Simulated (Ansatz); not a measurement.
Gas-phase electronic energies from Ansatz, PBE0-D4/def2-TZVP geometries. CCSD(T)/CBS adds triple-zeta CCSD(T) − MP2 to the extrapolated MP2 energy (def2 sets, frozen cores). This one scheme is used for every species. DFT in def2-TZVPP. B3LYP here is the variant with VWN-RPA as its local correlation; programs differ in this. One conformer a species, not always the lowest.

Consider the alkene loss: `CC(C)(C)N[Si](F)(F)F` → `N[Si](F)(F)F` + isobutene.

CCSD(T)/CBS gives +17.9 kcal/mol.

Problem. Another level gave +20.2 kcal/mol. Which?
A. B3LYP/def2-TZVPP
B. BLYP/def2-TZVPP
C. revPBE/def2-TZVPP
D. PBE0-D4/def2-TZVPP

Solution. D. PBE0-D4 20.2, revPBE 7.4, B3LYP 8.9, BLYP 4.6 kcal/mol.

Largest T1 diagnostic among the species: 0.011.

From BLYP to BHLYP (50 % exact exchange), in def2-TZVPP and without D4, ΔE moves by +8.3 kcal/mol. Leaving LDA and LC-ωPBE aside and taking each functional with its dispersion term where it has one, the values, not all of them listed here, spread over 7.7 kcal/mol, from B2PLYP to ωB97X-V. LDA lies +13.3 kcal/mol from PBE without D4. In def2-TZVPP, CCSD(T) changes the Hartree–Fock value by +9.6 kcal/mol (the triples alone add +0.8 kcal/mol) and MP2 by +11.3 kcal/mol.
